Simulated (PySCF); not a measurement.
First hyperpolarisability: `[SiH3]c1cc[o+]cc1`, [C5H7OSi]+, charge +1

Cartesian coordinates in Å; atom numbers follow the order of the lines, from 1:
```xyz
14

Si    2.339   -0.056    0.105
C     0.408    0.004    0.014
C    -0.319    1.191    0.170
C    -1.692    1.166    0.099
O    -2.354    0.054   -0.113
C    -1.716   -1.082   -0.260
C    -0.345   -1.158   -0.204
H     2.572   -0.756    1.365
H     2.709   -0.824   -1.079
H     2.759    1.339    0.090
H     0.188    2.126    0.344
H    -2.325    2.038    0.206
H    -2.368   -1.931   -0.428
H     0.143   -2.111   -0.330
```

Total charge +1.

Computed, not measured: quadratic response wB97X-D/def2-SVPD first hyperpolarisability, Taylor convention, gas phase (PySCF 2.14.0). Geometry: GFN2-xTB.

(1) What is the first hyperpolarisability, and how does it disperse?

(2) Which lowest excitations and polarisabilities go with it?

Answers

(1) In 10⁻³⁰ esu, Taylor convention; the vector part is βᵢ = ⅓ Σⱼ (βᵢⱼⱼ + βⱼᵢⱼ + βⱼⱼᵢ):
```tsv
process	λ (nm)	β vector norm	β HRS	depolarisation ratio
static β(0;0,0)	∞	0.48	0.43	1.85
second harmonic β(−2ω;ω,ω)	1064	0.83	0.61	2.08
Pockels β(−ω;ω,0)	1064	0.57	–	–
second harmonic β(−2ω;ω,ω)	800	1.24	0.81	2.25
Pockels β(−ω;ω,0)	800	0.66	–	–
```

(2) S1 5.03 eV (f = 0.005); S2 5.25 eV (f = 0.125); S3 5.89 eV (f = 0.164); isotropic α 79.0 au static, 80.0 au at 1064 nm, 80.8 au at 800 nm, 83.2 au at 532 nm, 87.2 au at 400 nm.
